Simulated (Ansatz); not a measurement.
Cartesian coordinates in Å:
```
C 0.6790 2.5472 1.2883
C -0.1726 2.1058 0.3662
Si -0.5506 0.3053 0.0377
N -1.8151 -0.3439 1.0097
C -1.1529 0.1553 -1.7257
C -2.0254 -0.7594 -2.1436
N 0.8688 -0.6038 0.4005
C 2.1638 -0.2053 -0.0971
C 0.7938 -2.0269 0.6375
H 1.2783 1.8597 1.8800
H 0.8190 3.6049 1.4958
H -0.7433 2.8521 -0.1884
H -1.7413 -0.2767 2.0130
H -2.7653 -0.1874 0.7141
H -0.7353 0.8272 -2.4765
H -2.4747 -1.4722 -1.4569
H -2.3272 -0.8464 -3.1843
H 2.1886 0.8644 -0.3065
H 2.9474 -0.4216 0.6412
H 2.4314 -0.7394 -1.0217
H 1.5230 -2.3270 1.4011
H -0.2013 -2.3024 0.9867
H 1.0120 -2.6095 -0.2709
```

Total charge 0; spin multiplicity 1.

List the r2SCAN/def2-TZVPP orbital energies in eV (Ansatz 0.2.0). (An estimate is asked.)

The calculation gave: Occupied: -1790.74, -384.70, -384.49, -273.36, -273.27, -273.03, -273.03, -272.56, -272.55, -141.09, -95.97, -95.95, -95.93, -23.38, -21.94, -19.70, -19.57, -18.09, -16.04, -14.93, -14.28, -12.95, -12.46, -11.68, -11.41, -11.18, -11.01, -10.91, -10.22, -9.76, -9.50, -8.95, -8.86, -7.98, -7.67, -6.96, -6.85, -6.08, -5.06. Lowest empty: -1.26, -0.87, 1.02, 1.61, 1.95, 2.09, 2.42, 2.58.
